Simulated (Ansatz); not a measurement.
```xyz
10

N     1.5417   -1.0630   -0.8884
Si    0.4244    0.1896   -0.6012
Ga   -0.2142    0.9335    1.5476
Te   -2.0423   -0.6919    0.0317
H     1.5449   -1.6045   -1.7374
H     1.9864   -1.5451   -0.1253
H     0.1416    0.8563   -1.8976
H     0.2078   -0.0188    2.7163
H    -0.8684    2.3402    1.7015
H    -2.7218    0.6036   -0.7472
```

Charge 0, multiplicity 1. Te: def2 effective core potential.

Problem. List the CAM-B3LYP/def2-TZVPP orbital energies in eV (the Gaussian-basis code of Ansatz). (Estimate.)

Solution. Computed: Occupied: -10139.18, -1801.59, -1250.87, -1108.14, -1108.08, -1108.05, -391.53, -172.36, -151.14, -146.08, -121.64, -121.50, -121.41, -104.58, -104.41, -104.34, -101.49, -101.39, -101.34, -45.32, -45.25, -45.17, -45.06, -45.05, -25.83, -24.37, -24.30, -24.24, -24.19, -24.16, -19.63, -16.55, -15.87, -14.03, -12.63, -11.62, -10.45, -9.80, -9.59, -7.98, -7.65. Lowest empty: 0.07, 0.49, 0.78, 1.23, 1.41, 2.35, 2.61, 3.19.
